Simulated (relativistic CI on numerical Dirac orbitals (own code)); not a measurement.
Electric-dipole transitions in Pb X

These numbers are calculated, not measured: Dirac-Coulomb-Breit CI, separate exchange-only KLI orbitals for each configuration, model QED (radiative potential, 1s self-energy scaled to tabulated hydrogen-like ionisation energies), unscaled Slater integrals (own radial code, finite nucleus).

Configurations in the expansion (outside the closed core [Kr] 4d10 4f14): 5s²5p⁶5d⁵, 5s²5p⁶5d⁴6s, 5s²5p⁶5d⁴5f, 5s²5p⁵5d⁶, 5s²5p⁶5d⁴6p, 5s²5p⁶5d³6s6p, 5s²5p⁶5d³5f6s, 5s5p⁶5d⁶, 5s²5p⁶5d⁴7s, 5s²5p⁶5d³6s², 5s²5p⁶5d²5f6s², 5s²5p⁶5d²6s²6p, 5s²5p⁶5d²6s²7s, 5p⁶5d⁷, 5p⁵5d⁸. Double excitations out of closed p, d and f shells are left out; levels of such configurations are missing from the list, as are those of other unlisted configurations, and high levels can miss mixing partners.

```
λ vac (Å)                    Lower                      Upper   A (s⁻¹)  E lower (cm⁻¹)  E upper (cm⁻¹)
   223.26     5s²5p⁶5d⁵ ⁴G11/2 [5]   5s²5p⁶5d⁴6p ⁴F°9/2 [155]  1.37e+10           39384          487283
   224.22    5s²5p⁶5d⁵ ²I11/2 [12]   5s²5p⁶5d⁴6p ²H°9/2 [184]  2.18e+10           61375          507375
   224.63    5s²5p⁶5d⁵ ²I13/2 [17]  5s²5p⁶5d⁴6p ²H°11/2 [196]  4.43e+10           68320          513488
   226.25     5s²5p⁶5d⁵ ⁴G11/2 [5]   5s²5p⁶5d⁴6p ⁴G°9/2 [147]  2.27e+10           39384          481373
   227.08    5s²5p⁶5d⁵ ²I11/2 [12]  5s²5p⁶5d⁴6p ⁴H°11/2 [174]  1.51e+10           61375          501743
   228.07      5s²5p⁶5d⁵ ²F5/2 [2]   5s²5p⁶5d⁴6p ⁴F°3/2 [126]  3.33e+10           23333          461802
   228.14      5s²5p⁶5d⁵ ⁴G9/2 [7]   5s²5p⁶5d⁴6p ⁴F°7/2 [146]  3.05e+10           42376          480700
   228.28    5s²5p⁶5d⁵ ²I13/2 [17]  5s²5p⁶5d⁴6p ²I°13/2 [183]  2.16e+10           68320          506384
   229.59      5s²5p⁶5d⁵ ⁴G7/2 [3]   5s²5p⁶5d⁴6p ⁴F°5/2 [136]  2.41e+10           36557          472121
   229.65    5s²5p⁶5d⁵ ²I11/2 [12]   5s²5p⁶5d⁴6p ⁴F°9/2 [167]  1.57e+10           61375          496820
   232.79      5s²5p⁶5d⁵ ⁶S5/2 [1]   5s²5p⁶5d⁴6p ⁴D°7/2 [106]  2.05e+10               0          429578
   233.16      5s²5p⁶5d⁵ ⁴G7/2 [3]   5s²5p⁶5d⁴6p ²F°7/2 [130]  1.08e+10           36557          465448
   233.23      5s²5p⁶5d⁵ ²F5/2 [2]   5s²5p⁶5d⁴6p ²F°5/2 [117]  1.82e+10           23333          452091
   233.79      5s²5p⁶5d⁵ ⁶S5/2 [1]   5s²5p⁶5d⁴6p ⁶P°5/2 [105]  1.99e+10               0          427731
   236.93     5s²5p⁶5d⁵ ⁴G11/2 [5]  5s²5p⁶5d⁴6p ⁴G°11/2 [124]  1.90e+10           39384          461448
   239.32      5s²5p⁶5d⁵ ⁴G7/2 [3]   5s²5p⁶5d⁴6p ⁴H°9/2 [119]  7.98e+09           36557          454415
   596.75  5s²5p⁶5d⁴6s ⁴H11/2 [53]  5s²5p⁶5d⁴6p ⁴I°13/2 [176]  6.50e+09          335268          502842
   600.01   5s²5p⁶5d⁴6s ⁴H9/2 [47]  5s²5p⁶5d⁴6p ²I°11/2 [161]  6.01e+09          325742          492407
   600.43   5s²5p⁶5d⁴6s ⁶D9/2 [43]  5s²5p⁶5d⁴6p ⁶F°11/2 [139]  7.31e+09          307338          473886
   602.90  5s²5p⁶5d⁴6s ⁴H13/2 [56]  5s²5p⁶5d⁴6p ⁴I°15/2 [180]  7.29e+09          340018          505884
```

Terms are leading LS components. Brackets give the number of a level in order of energy, since labels repeat. The list gives strong lines, with weight on those to low levels, without lines whose two gauges differ by over a factor of 2.5, among the lowest 200 of 1774 levels, so that lines to higher ones, which can be the strongest, are missing. Levels whose partners in the same complex of configurations lie outside the list can be far off, and so can their lines. Rates are taken at the computed energies, electric ones in the length gauge.

At this charge energies of transitions that change n are usually good to better than 1 %, and those within a shell (Δn = 0) to a few per cent. Terms inside the open d or f shell come out 10 to 20 % too wide with unscaled integrals. Levels and lines within the n = 5 or 6 shells can be off by up to 10 % or somewhat more, and those that change n by about 2 %, since core polarisation is missing.

LS names give the leading component of a level, which can be under half, so a name can repeat, a term be missing and a line seem to break the LS rules.
